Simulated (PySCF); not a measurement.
PySCF input for prop-2-enylboronamidic acid (C3H8BNO), SMILES OB(CC=C)N, PBE-D3(BJ)/def2-SVP. Coordinates come from a PBE-D3(BJ)/def2-SVP optimisation. The values are those of a single conformer.

```python
import numpy as np
from pyscf import gto, scf, dft, df
from pyscf.hessian import thermo

mol = gto.M(
    atom='''
    C     2.21541998    0.09340703    1.19942236
    C     1.26738551   -0.71606561    0.68662238
    C     0.56668067   -0.53691478   -0.62406121
    B    -0.88495056    0.12540183   -0.48532032
    N    -1.17743546    0.93540010    0.63735882
    O    -1.78266698   -0.12307657   -1.50726125
    H     2.60212271    0.95620181    0.63004900
    H     2.65205146   -0.08589714    2.19443106
    H     0.92207764   -1.56701316    1.30439113
    H     1.15899326    0.12114025   -1.29907295
    H     0.44798187   -1.50613521   -1.15387679
    H    -0.46718292    1.08348927    1.35633809
    H    -2.05141351    1.43247386    0.80443850
    H    -2.63341057    0.33298329   -1.38541945
    ''',
    basis='def2-SVP',
    charge=0,
    spin=0,
    max_memory=1600,
    verbose=3,
)
mf = dft.RKS(mol, xc='pbe').density_fit(auxbasis='def2-universal-jkfit')
mf.disp = 'd3bj'
mf.grids.level = 3
mf.conv_tol = 1e-11
mf.max_cycle = 100
mf.kernel()

# analytic Hessian; the response equations are solved on a coarser grid
h, args, fine = mf.Hessian(), (mf.mo_energy, mf.mo_coeff, mf.mo_occ), mf.grids
h.max_memory = max(150, 2.5e-5 * df.make_auxmol(mol, mf.with_df.auxbasis).nao * mol.nelec[0] * (mol.nelec[0] + mol.nao))  # MB; small integral blocks
h1ao = h.make_h1(mf.mo_coeff, mf.mo_occ)
mf.grids = dft.Grids(mol).set(level=1).build(with_non0tab=True)
mo1, mo_e1 = h.solve_mo1(*args, h1ao)
mf.grids = fine
hess = h.hess_elec(*args, mo1, mo_e1, h1ao) + h.hess_nuc()
if mf.do_disp():
    hess += h.get_dispersion()
for i in range(mol.natm):  # the analytic DFT Hessian lacks the response of the grid: restore translational invariance
    hess[i, i] -= hess[i].sum(axis=0)
hess = (hess + hess.transpose(1, 0, 3, 2)) / 2
vib = thermo.harmonic_analysis(mol, hess, imaginary_freq=False)
thermo.dump_normal_mode(mol, vib)
th = thermo.thermo(mf, vib['freq_au'][vib['freq_au'] > 0], 298.15, 101325)
thermo.dump_thermo(mol, th)
g0 = mf.nuc_grad_method().set(verbose=0).kernel()

# dipole derivatives [dipole axis, atom, xyz] from the same response
r, irp = mol.intor('int1e_r'), mol.intor('int1e_irp').reshape(3, 3, mol.nao, mol.nao)
sl, dm0, ok = mol.aoslice_by_atom(), np.array(mf.make_rdm1()), []
dmu = np.einsum('a,xt->xat', mol.atom_charges(), np.eye(3))
for a, (_, _, p0, p1) in enumerate(sl):
    dmu[:, a] += 2 * np.einsum('xtij,ij->xt', irp[:, :, :, p0:p1], dm0.reshape(-1, mol.nao, mol.nao).sum(0)[:, p0:p1])
    for u, c, occ, f in [(mo1, mf.mo_coeff, mf.mo_occ, 4)]:
        dmu[:, a] -= f * np.einsum('tui,xuv,vi->xt', u[a], r, c[:, occ > 0], optimize=True)
L = vib['norm_mode']
ir = 974.8801 * (np.einsum('xat,kat->kx', dmu, L) ** 2).sum(1)       # km/mol
apt = np.einsum('xax->a', dmu) / 3

# polarisability derivatives from nuclear gradients in small electric fields
h0, F = mf.get_hcore(), 0.005
def in_field(f, guess):
    m = mf.copy()
    m.verbose, m.conv_tol, m.conv_tol_grad = 0, 1e-11, 2e-7
    m.get_hcore = lambda *a: h0 + np.einsum('x,xij->ij', f, r)
    m.kernel(guess)
    ok.append(m.converged)
    dm = np.array(m.make_rdm1())
    g = m.nuc_grad_method().kernel() - np.outer(mol.atom_charges(), f)
    for a, (_, _, p0, p1) in enumerate(sl):
        g[a] -= 2 * np.einsum('x,xtij,ij->t', f, irp[:, :, :, p0:p1], dm[:, p0:p1])
    return g, -np.einsum('xij,ij->x', r, dm), dm
E = np.eye(3) * F
g0, _, dm0 = in_field(np.zeros(3), dm0)
gp = [in_field(e, dm0) for e in E]
gm = [in_field(-e, 2 * dm0 - p[2]) for e, p in zip(E, gp)]
alpha = np.array([(p[1] - q[1]) / (2 * F) for p, q in zip(gp, gm)])  # bohr^3
check = abs(np.array([-(p[0] - q[0]) / (2 * F) for p, q in zip(gp, gm)]) - dmu).max()
print('static polarisability / bohr^3:', alpha.round(3))
print('largest difference of analytic and finite-field dipole derivatives / e:', check)
da = np.zeros((3, 3, mol.natm, 3))
for x in range(3):
    da[x, x] = -(gp[x][0] + gm[x][0] - 2 * g0) / F**2
for x, y in ((0, 1), (0, 2), (1, 2)):
    up, down = in_field(E[x] + E[y], gp[x][2] + gp[y][2] - dm0), in_field(-E[x] - E[y], gm[x][2] + gm[y][2] - dm0)
    both = -(up[0] + down[0] - 2 * g0) / F**2
    da[x, y] = da[y, x] = (both - da[x, x] - da[y, y]) / 2
aq = np.einsum('xyat,kat->kxy', da, L) * 0.529177210903**2           # A^2/amu^1/2
a = np.einsum('kxx->k', aq) / 3
g2 = 1.5 * (aq**2).sum((1, 2)) - 4.5 * a**2
raman, depol = 45 * a**2 + 7 * g2, 3 * g2 / (45 * a**2 + 4 * g2 + 1e-12)
print('mode   freq/cm-1   IR/(km/mol)   Raman/(A^4/amu)   depolarisation')
for k, w in enumerate(vib['freq_wavenumber']):
    print(f'{k + 1:4d} {w:11.2f} {ir[k]:13.3f} {raman[k]:17.3f} {depol[k]:16.3f}')
print('max |gradient| / (hartree/bohr):', abs(g0).max())
print('APT charges:', apt.round(4))
```

Output:

```
[...]
Force const [Dyne/A]                1.1683              3.2779              1.2320
Char temp [K]                    1825.7994           1878.6563           1956.8663
Normal mode                   x     y     z       x     y     z       x     y     z
       0   C                -0.05 -0.08  0.03    0.00 -0.00 -0.01    0.02  0.02  0.00
       1   C                 0.02  0.06 -0.04   -0.01  0.00  0.00    0.04  0.04  0.04
       2   C                 0.02  0.01 -0.00    0.09 -0.04 -0.01   -0.01 -0.01  0.05
       3   B                 0.02 -0.00  0.00   -0.20  0.11  0.03   -0.03 -0.00 -0.02
       4   N                -0.00  0.00 -0.00    0.04 -0.03 -0.02    0.01 -0.00  0.00
       5   O                -0.01  0.00 -0.00    0.04 -0.01  0.01    0.01  0.00  0.01
       6   H                -0.28 -0.17 -0.25   -0.03  0.01  0.00   -0.24 -0.08 -0.30
       7   H                -0.04 -0.06  0.01    0.00 -0.03 -0.01   -0.27 -0.36  0.04
       8   H                 0.53  0.26  0.51    0.01  0.01  0.02   -0.10 -0.05 -0.15
       9   H                -0.07  0.05 -0.04   -0.08  0.13  0.01    0.00 -0.34 -0.29
      10   H                -0.03  0.01  0.03   -0.11 -0.04  0.04    0.14  0.24 -0.45
      11   H                 0.00 -0.00 -0.00    0.04 -0.03 -0.03   -0.02  0.02  0.02
      12   H                 0.01  0.01  0.02   -0.07 -0.14 -0.27    0.00  0.00 -0.01
      13   H                -0.01 -0.01 -0.02    0.13  0.11  0.26    0.02  0.01  0.02
Mode                                24                  25                  26
Irrep
Freq [cm^-1]                     1392.4731           1399.6044           1540.9804
Reduced mass [au]                   1.2174              2.8615              1.5672
Force const [Dyne/A]                1.3908              3.3026              2.1927
Char temp [K]                    2003.4588           2013.7192           2217.1277
Normal mode                   x     y     z       x     y     z       x     y     z
       0   C                -0.03 -0.04 -0.00    0.00  0.00 -0.00    0.00  0.00  0.00
       1   C                -0.05 -0.00 -0.05   -0.00 -0.00  0.01   -0.00 -0.00 -0.01
       2   C                 0.03  0.00  0.08   -0.03  0.00 -0.01   -0.00  0.01  0.01
       3   B                -0.02  0.00 -0.01    0.09  0.08  0.19    0.01 -0.07 -0.10
       4   N                 0.00 -0.00  0.00   -0.01 -0.02 -0.03   -0.02  0.07  0.10
       5   O                 0.00  0.00  0.00   -0.05 -0.02 -0.06    0.01  0.01  0.02
       6   H                 0.24  0.06  0.31   -0.01  0.00 -0.01   -0.01 -0.00 -0.01
       7   H                 0.29  0.39 -0.06   -0.02 -0.02  0.00   -0.00 -0.00  0.01
       8   H                 0.13  0.04  0.11   -0.01 -0.01 -0.00    0.00  0.00  0.01
       9   H                -0.08 -0.29 -0.32    0.02 -0.08 -0.06   -0.01  0.01  0.01
      10   H                 0.17  0.20 -0.33    0.17 -0.00 -0.04   -0.05  0.01  0.00
      11   H                -0.01  0.00  0.01    0.24 -0.24 -0.23    0.39 -0.32 -0.23
      12   H                -0.00 -0.00 -0.01   -0.08 -0.11 -0.24   -0.26 -0.17 -0.45
      13   H                 0.00 -0.00  0.01   -0.03  0.02  0.01    0.00 -0.01 -0.01
Mode                                27                  28                  29
Irrep
Freq [cm^-1]                     1660.6062           2965.5934           3024.1212
Reduced mass [au]                   5.1588              1.0621              1.0991
Force const [Dyne/A]                8.3816              5.5033              5.9220
Char temp [K]                    2389.2425           4266.8286           4351.0371
Normal mode                   x     y     z       x     y     z       x     y     z
       0   C                -0.12 -0.10 -0.07    0.00  0.00 -0.00    0.00 -0.00  0.00
       1   C                 0.14  0.10  0.11   -0.00  0.00 -0.00    0.01  0.01 -0.01
       2   C                -0.02 -0.01 -0.03   -0.03 -0.00  0.06   -0.03 -0.08 -0.01
       3   B                -0.01  0.00 -0.00    0.00 -0.00  0.00   -0.00 -0.00 -0.00
       4   N                 0.00  0.00  0.00   -0.00  0.00 -0.00   -0.00  0.00  0.00
       5   O                 0.00 -0.00  0.00   -0.00  0.00 -0.00   -0.00  0.00  0.00
       6   H                 0.07 -0.05  0.19   -0.00 -0.00  0.01   -0.00 -0.00  0.01
       7   H                 0.04  0.13 -0.12   -0.00  0.00 -0.01   -0.01  0.00 -0.02
       8   H                -0.08  0.02 -0.16   -0.00 -0.01  0.01   -0.07 -0.16  0.11
       9   H                 0.04  0.02  0.05    0.43  0.48 -0.48    0.27  0.29 -0.31
      10   H                -0.06  0.01 -0.04   -0.07 -0.47 -0.24    0.08  0.68  0.37
      11   H                 0.02 -0.02 -0.01   -0.00 -0.00 -0.00   -0.00  0.00  0.00
      12   H                -0.01 -0.01 -0.02    0.00 -0.00  0.00    0.00 -0.00 -0.00
      13   H                 0.00  0.00  0.00    0.00 -0.00 -0.00    0.00  0.00  0.00
Mode                                30                  31                  32
Irrep
Freq [cm^-1]                     3055.2502           3064.2897           3160.4319
Reduced mass [au]                   1.0739              1.0776              1.1161
Force const [Dyne/A]                5.9060              5.9619              6.5680
Char temp [K]                    4395.8247           4408.8307           4547.1578
Normal mode                   x     y     z       x     y     z       x     y     z
       0   C                 0.02  0.02  0.01   -0.04 -0.04 -0.01    0.01 -0.05  0.08
       1   C                 0.02  0.05 -0.04    0.02  0.04 -0.02   -0.00 -0.01  0.00
       2   C                 0.01  0.02  0.00    0.00  0.01  0.00   -0.00 -0.00 -0.00
       3   B                 0.00  0.00 -0.00    0.00 -0.00 -0.00   -0.00  0.00  0.00
       4   N                -0.00 -0.00  0.00   -0.00  0.00  0.00    0.00  0.00 -0.00
       5   O                -0.00  0.00 -0.00   -0.00  0.00  0.00    0.00 -0.00  0.00
       6   H                -0.13 -0.29  0.20    0.23  0.53 -0.35    0.20  0.44 -0.28
       7   H                -0.15  0.07 -0.35    0.17 -0.08  0.40   -0.30  0.12 -0.68
       8   H                -0.24 -0.60  0.43   -0.16 -0.39  0.28    0.03  0.07 -0.05
       9   H                -0.06 -0.07  0.07   -0.03 -0.03  0.03    0.00  0.00 -0.01
      10   H                -0.01 -0.12 -0.07   -0.01 -0.07 -0.04    0.00  0.00  0.00
      11   H                 0.00  0.00 -0.00   -0.00 -0.00 -0.00   -0.00 -0.00  0.00
      12   H                 0.00  0.00  0.00    0.00  0.00 -0.00    0.00 -0.00  0.00
      13   H                 0.00 -0.00 -0.00    0.00 -0.00 -0.00   -0.00 -0.00  0.00
Mode                                33                  34                  35
Irrep
Freq [cm^-1]                     3502.2940           3610.1772           3741.4835
Reduced mass [au]                   1.0506              1.0977              1.0656
Force const [Dyne/A]                7.5926              8.4295              8.7884
Char temp [K]                    5039.0213           5194.2412           5383.1617
Normal mode                   x     y     z       x     y     z       x     y     z
       0   C                -0.00 -0.00 -0.00    0.00  0.00  0.00    0.00  0.00 -0.00
       1   C                 0.00  0.00  0.00   -0.00 -0.00 -0.00   -0.00 -0.00  0.00
       2   C                -0.00 -0.00 -0.00   -0.00 -0.00  0.00    0.00 -0.00 -0.00
       3   B                -0.00  0.00  0.00    0.00  0.00  0.00   -0.00  0.00  0.00
       4   N                -0.00 -0.03 -0.05    0.07 -0.02  0.02    0.00 -0.00  0.00
       5   O                -0.00  0.00  0.00    0.00 -0.00 -0.00   -0.05  0.03  0.01
       6   H                 0.00  0.00 -0.00    0.00 -0.00 -0.00   -0.00  0.00  0.00
       7   H                -0.00  0.00 -0.00    0.00 -0.00  0.00    0.00 -0.00 -0.00
       8   H                -0.00 -0.00  0.00    0.00 -0.00  0.00    0.00  0.00 -0.00
       9   H                 0.00  0.00 -0.00    0.00  0.00 -0.00   -0.00 -0.00  0.00
      10   H                 0.00 -0.00 -0.00    0.00  0.00  0.00    0.00 -0.00  0.00
      11   H                 0.53  0.11  0.54   -0.39 -0.09 -0.42   -0.01  0.00 -0.00
      12   H                -0.52  0.29  0.09   -0.64  0.37  0.13   -0.00  0.00 -0.00
      13   H                 0.00 -0.00 -0.00   -0.01  0.00 -0.00    0.85 -0.44 -0.10
temperature 298.1500 [K]
pressure 101325.00 [Pa]
Rotational constants [GHz] 7.26925 2.05153 1.70080
Symmetry number 1
Zero-point energy (ZPE) 0.11330 [Eh]   297457.180 [J/mol]
                           tot       elec      trans        rot        vib
Entropy [J/mol/K]       351.772      0.000    164.140    112.720     74.911
Cv [J/mol/K]            115.068      0.000     12.472     12.472     90.124
Cp [J/mol/K]            123.382      0.000     20.786     12.472     90.124
Internal energy [J/mol]                      3718.434   3718.434 309872.423
Internal energy [Eh]   -273.37798  -273.49883
Enthalpy [J/mol]                             6197.391   3718.434 309872.423
Enthalpy [Eh]          -273.37703
Gibbs free energy [J/mol]                  -42741.075 -29889.167 287537.755
Gibbs free energy [Eh] -273.41698
static polarisability / bohr^3: [[64.64   2.346 11.544]
 [ 2.359 48.888  5.058]
 [11.541  5.056 56.172]]
largest difference of analytic and finite-field dipole derivatives / e: 0.0014248925376829646
mode   freq/cm-1   IR/(km/mol)   Raman/(A^4/amu)   depolarisation
   1       63.19         0.078             0.566            0.745
   2       85.33         0.977             6.746            0.728
   3      208.80         1.540             5.686            0.747
   4      335.93         8.134             2.105            0.609
   5      384.98        19.468             1.961            0.748
   6      402.55        61.443             0.467            0.741
   7      411.85        11.838             2.381            0.391
   8      461.37        86.414             2.076            0.749
   9      511.03        63.143             0.593            0.748
  10      607.45        24.124             1.785            0.725
  11      629.66        11.529             8.590            0.294
  12      781.33         3.235             6.130            0.119
  13      809.81         4.380             0.644            0.622
  14      860.88        29.260             3.639            0.599
  15      873.18        30.984             0.736            0.749
  16      929.70         0.767             1.624            0.362
  17      981.22       118.039             5.665            0.736
  18      993.58        13.030             1.446            0.739
  19     1029.43        10.419             2.600            0.334
  20     1140.44         1.355             6.819            0.486
  21     1177.10         4.621            11.800            0.666
  22     1268.99         0.144            18.252            0.431
  23     1305.73       136.768            11.394            0.482
  24     1360.09         4.474            14.568            0.705
  25     1392.47         5.493             9.675            0.452
  26     1399.60       210.735             2.383            0.434
  27     1540.98       203.946             5.353            0.696
  28     1660.61        24.987            28.099            0.110
  29     2965.59        12.317           118.490            0.072
  30     3024.12         5.612            98.237            0.707
  31     3055.25        21.332            23.548            0.728
  32     3064.29         3.187           178.448            0.145
  33     3160.43        13.316            85.815            0.631
  34     3502.29        24.071           152.779            0.149
  35     3610.18        28.191            61.409            0.613
  36     3741.48        18.766           215.782            0.295
max |gradient| / (hartree/bohr): 5.720009327213503e-05
APT charges: [-1.656e-01  1.525e-01 -2.700e-01  9.796e-01 -6.642e-01 -7.042e-01
  2.220e-02  2.650e-02  4.000e-04 -5.700e-03  1.080e-02  2.068e-01
  1.696e-01  2.412e-01]
```

The calculation finished and met its thresholds.

Cost: roughly 7 core-minutes.
